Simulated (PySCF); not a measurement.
## Worked example: chemical shift, span and skew from a shielding tensor

2H-1,3-oxazine (C4H5NO), SMILES C1OCN=CC=1. Atoms are numbered in the order given.

```xyz
11

C     -0.1461    -1.4147     0.0000
C      1.0741    -0.8353     0.0000
O      1.2684     0.4837     0.0000
C      0.0956     1.3671     0.0000
N     -1.1985     0.7614     0.0000
C     -1.2929    -0.5148     0.0000
H     -0.2610    -2.4974     0.0000
H      2.0177    -1.3900     0.0000
H      0.2031     2.0101    -0.8920
H      0.2031     2.0101     0.8920
H     -2.3049    -0.9461     0.0000
```
Charge 0, spin multiplicity 1.

Coordinates come from a B3LYP-D3(BJ)/def2-SVP optimisation. The geometry has at least one imaginary mode, so it is a saddle point at that level. One conformer was computed; it need not be the lowest.

GIAO shieldings from PBE0/pcSseg-1 run with PySCF, non-relativistic, no solvent. The symmetric part of the tensor of C6 has the principal values -82.1, 18.9, 141.1 ppm. The same nucleus in TMS has σ = 186.3 ppm at this level (PySCF, at its B3LYP-D3(BJ)/def2-TZVP geometry).

Work out the isotropic shielding, the ¹³C shift against TMS, the span and the skew.


σ(iso) = (σ11 + σ22 + σ33)/3 = 26.0 ppm. δ = σ(ref) − σ(iso) = 186.3 − (26.0) = 160.3 ppm.
Span Ω = σ33 − σ11 = 223.2 ppm. Skew κ = 3(σ(iso) − σ22)/Ω = 0.09. Tumbling in solution averages the tensor to δ; in a static solid the shielding alone would spread this spin-1/2 line over Ω.
